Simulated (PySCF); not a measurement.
**Fractional electron number in Hg (mercury, neutral)**

The 6s beta orbital of [Xe] 4f14 5d10 6s2 is emptied in steps (occupation f), with all orbitals relaxed, ending at [Xe] 4f14 5d10 6s1. Calculation: PySCF 2.14, in def2-SVP with the def2 core potential (60 electrons) (6s3p2d1f, 32 functions); a scalar-relativistic core potential. The exact energy is a straight line in f; departures are measured from the line between the end points of the same method.

```csv
f,UHF (eV),LDA (eV),PBE (eV),PBE0 (eV),r2SCAN (eV),LC-wPBE (eV),BHandHLYP (eV),wB97X (eV),MN15 (eV),CAM-B3LYP (eV)
1,0.000,0.000,0.000,0.000,0.000,0.000,0.000,0.000,0.000,0.000
0.75,0.068,-0.713,-0.699,-0.498,-0.638,-0.021,-0.325,-0.104,-0.379,-0.281
0.5,0.087,-0.957,-0.939,-0.667,-0.854,-0.029,-0.436,-0.142,-0.501,-0.379
0.25,0.063,-0.722,-0.709,-0.503,-0.642,-0.023,-0.330,-0.107,-0.370,-0.287
0,0.000,0.000,0.000,0.000,0.000,0.000,0.000,0.000,0.000,0.000
```

```
   method  E(f=0) − E(f=1) (eV)  −ε at f=1 (eV)  −ε at f=0.5 (eV)
      UHF                 8.510           8.886             8.497
      LDA                10.889           7.111            10.866
      PBE                10.457           6.756            10.431
     PBE0                10.165           7.520            10.153
   r2SCAN                10.335           6.956            10.327
  LC-wPBE                 9.851           9.738             9.847
BHandHLYP                 9.924           8.205             9.909
    wB97X                10.089           9.547            10.080
     MN15                10.569           8.536            10.594
CAM-B3LYP                10.249           8.761            10.235
```

Orbital energy along the path (eV):

```tsv
f	UHF	LDA	PBE	PBE0	r2SCAN	LC-wPBE	BHandHLYP	wB97X	MN15	CAM-B3LYP
1	-8.886	-7.111	-6.756	-7.520	-6.956	-9.738	-8.205	-9.547	-8.536	-8.761
0.75	-8.680	-8.968	-8.573	-8.827	-8.618	-9.792	-9.048	-9.801	-9.567	-9.489
0.5	-8.497	-10.866	-10.431	-10.153	-10.327	-9.847	-9.909	-10.080	-10.594	-10.235
0.25	-8.334	-12.798	-12.328	-11.497	-12.040	-9.906	-10.792	-10.377	-11.588	-11.001
0	-8.187	-14.756	-14.261	-12.855	-13.771	-9.980	-11.707	-10.634	-12.485	-11.799
```

Reference removal energy between the ground levels: 10.438 eV (measured; NIST Atomic Spectra Database, ionization energies). UHF lacks correlation.
